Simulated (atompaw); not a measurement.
# Reading a pseudo-wave (Ru (Z = 44))

Columns: radius, all-electron u(r) and pseudo u(r) of the 4s shell (level -76.32 eV) of ruthenium in the configuration [Ar] 3d10 4s2 4p6 4d7 5s1 5p0; PBEsol, scalar-relativistic, PAW (atompaw) scheme, atompaw 4.2.0.5.

```tsv
r (bohr)	all-electron	pseudo
0.090	0.4037	0.2284
0.181	-0.0926	0.4507
0.271	-0.5969	0.6537
0.362	-0.5373	0.8349
0.452	-0.1471	0.9843
0.542	0.3109	1.0999
0.633	0.6997	1.1798
0.723	0.9631	1.2217
0.813	1.1075	1.2277
0.904	1.1552	1.2003
0.994	1.1321	1.1447
1.085	1.0631	1.0650
1.175	0.9694	0.9694
1.265	0.8645	0.8645
1.356	0.7570	0.7570
1.446	0.6552	0.6552
1.537	0.5603	0.5603
1.627	0.4760	0.4760
1.717	0.4017	0.4017
1.808	0.3365	0.3365
1.898	0.2812	0.2812
1.988	0.2341	0.2341
2.079	0.1939	0.1939
2.169	0.1605	0.1605
2.260	0.1322	0.1322
2.350	0.1090	0.1090
```

Question: How many radial nodes do the two functions have?

Answer: The all-electron 4s function has n − l − 1 = 3 (the table is too coarse to show those close to the nucleus); the pseudo-wave has 0, since the states of the same l below it are removed with the core.

Question: At about which radius was the pseudo-wave matched?

Answer: 1.25 bohr, where the columns begin to agree (steps of 0.09 bohr).

Question: Where does each function peak?

Answer: Outermost all-electron maximum near 0.90 bohr, pseudo maximum near 0.81 bohr (to the table’s step).

Question: Is the pseudo-wave norm-conserving?

Answer: No, it belongs to a PAW set: the norm inside the radius is not constrained, and the difference is carried by the augmentation charge.
